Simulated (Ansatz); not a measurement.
The cluster Be5Se4. The state is a triplet with charge 0. Geometry B3LYP-D4/def2-SVP, that of the neutral singlet; atoms count from 1.

```xyz
9

Be   -0.087   -0.246    2.153
Be    0.174   -2.293    0.496
Be   -0.168   -0.691   -1.826
Be    0.416    1.595    1.410
Be   -0.232    2.060   -1.113
Se   -0.574   -2.216    2.379
Se    0.993   -2.285   -1.360
Se   -1.335    0.883   -2.343
Se    0.811    3.194    0.204
```

At PBE0-D4/def2-TZVP a singlet of charge 0 lies 2.67 eV below the triplet at the same geometry. Another isomer (singlet) lies 0.61 eV lower at PBE0-D4/def2-TZVP; other spin states weren't run for this one.

**Question.** Estimate the Mulliken populations from the PBE0/def2-TZVP orbitals of Ansatz.

**Answer.** 
```
atom  charge (e)  spin (α − β)
 Be1        0.04          0.85
 Be2        0.01          0.04
 Be3       -0.01          0.01
 Be4        0.04          0.85
 Be5        0.01          0.04
 Se6       -0.02          0.07
 Se7       -0.02          0.03
 Se8       -0.02          0.03
 Se9       -0.02          0.07
```
Mulliken values and Mayer orders depend strongly on the basis.

**Question.** Where does the spin sit?

**Answer.** Summed by element: Be 1.79, Se 0.21, of 2 unpaired in all. Largest on single atoms: Be4 0.85, Be1 0.85, Se9 0.07.

**Question.** And the Mayer bond orders between bonded heavy atoms (over 0.3)?

**Answer.** Be1–Be4 0.76 (2.05 Å); Be1–Se6 1.31 (2.04 Å); Be2–Se6 1.22 (2.03 Å); Be2–Se7 1.25 (2.03 Å); Be3–Se7 1.25 (2.03 Å); Be3–Se8 1.25 (2.03 Å); Be4–Se9 1.31 (2.04 Å); Be5–Se8 1.25 (2.03 Å); Be5–Se9 1.22 (2.03 Å).
